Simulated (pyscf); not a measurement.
Single points on ωB97X-D3(BJ)/def2-SVP structures (PySCF, gas phase).

SMILES: BrC[C]CBr
```xyz
9

Br     1.5764    -1.0359    -0.1716
C      0.8107     0.7804    -0.2807
C     -0.3144     1.1251    -1.1027
C     -1.3250     0.2399    -1.6083
Br    -1.7597    -1.5076    -0.7992
H      0.3747     1.0280     0.7147
H      1.6702     1.4488    -0.4169
H     -2.2923     0.7317    -1.7713
H     -0.8940     0.0511    -2.6185
```

Problem. How much does it cost (ΔH, 298 K, ωB97M-D3(BJ)/def2-TZVP) to split Br–CH₂–C:–CH₂–Br [singlet] at its Br–C bond into Br• + H₂C=C•–CH₂–Br?

Solution. Br–C to Br• + H₂C=C•–CH₂–Br: 14.6 kcal/mol. The 7 functionals that were run give +12.4 (M06-2X) to +19.0 kcal/mol (PBE). The radicals are drawn with the spin at the cut bond; how far it spreads was not checked. Br–CH₂–C:–CH₂–Br [singlet] lies 69.0 kcal/mol over its isomer H₃C–C(Br)=CH–Br, and others may lie lower still (electronic energy, ωB97M-D3(BJ)). H₂C=C•–CH₂–Br lies 24.5 kcal/mol over its isomer •H₂C–CH=CH–Br, and others may lie lower still (electronic energy, ωB97M-D3(BJ)). Left out: the spin-orbit lowering of Br, which is large for Br, Se, Te and I. Elements up to Kr have no core potential and no relativistic terms here.
